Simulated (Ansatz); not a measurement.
Relaxation of C$_{2}$H$_{7}$Al$_{2}$Cl (12 atoms, charge 0, multiplicity 1), to a largest force component of 0.015 eV/Å in at most 40 steps.

Computed with RKS PBE/6-31G in Ansatz 0.2.0.

```xyz
12
Properties=species:S:1:pos:R:3:forces:R:3
C -1.767 -0.125 0.763 -0.58 2.75 -0.13
Al 0.065 0.068 0.129 -0.15 -0.52 0.13
C 1.384 -1.264 0.712 1.02 0.70 1.76
Al 0.682 1.589 -1.771 -0.93 0.26 0.27
Cl -0.954 2.895 -2.614 0.26 -0.05 -0.06
H -1.830 -0.247 1.844 -0.12 -0.42 0.41
H -2.328 0.864 0.529 0.54 -1.31 0.24
H -2.270 -0.908 0.221 -0.53 -0.83 -0.26
H 2.275 -0.725 1.243 -1.03 -0.85 -0.89
H 0.954 -1.956 1.482 0.15 0.23 -0.43
H 1.767 -1.841 -0.130 0.36 -0.26 -0.27
H 2.098 1.595 -2.373 1.01 0.30 -0.78
```

Problem. Where does it end, and by what steps?

Solution. It converged. The force dipped under the threshold on the way, but the program's further checks kept it going. Limits of this set-up: no polarisation functions. After 8 steps the energy has fallen by 0.383 eV; H12 moved furthest, 0.42 Å.

```tsv
step	energy less start (eV)	largest force component (eV/Å)	accepted
0	0.0000	2.750	yes
1	-0.3296	1.001	yes
2	-0.3757	0.140	yes
3	-0.3804	0.047	yes
4	-0.3818	0.016	yes
5	-0.3827	0.019	yes
6	-0.3830	0.012	yes
7	-0.3834	0.011	yes
8	-0.3835	0.013	yes
```

```xyz
12
Properties=species:S:1:pos:R:3
C -1.825 -0.063 0.758
Al 0.046 -0.081 0.085
C 1.421 -1.337 0.793
Al 0.736 1.585 -1.827
Cl -0.930 2.883 -2.607
H -1.860 -0.244 1.848
H -2.339 0.887 0.536
H -2.405 -0.874 0.274
H 2.254 -0.779 1.262
H 0.999 -2.024 1.548
H 1.865 -1.942 -0.020
H 2.114 1.936 -2.617
```

Whether the end is a true minimum wasn't checked by a vibrational analysis.

Run time: 65 s on 1 thread of Intel(R) Xeon(R) Platinum 8259CL CPU @ 2.50GHz (Skylake/Cascade Lake), with other jobs on the host, peak memory 0.17 GiB.
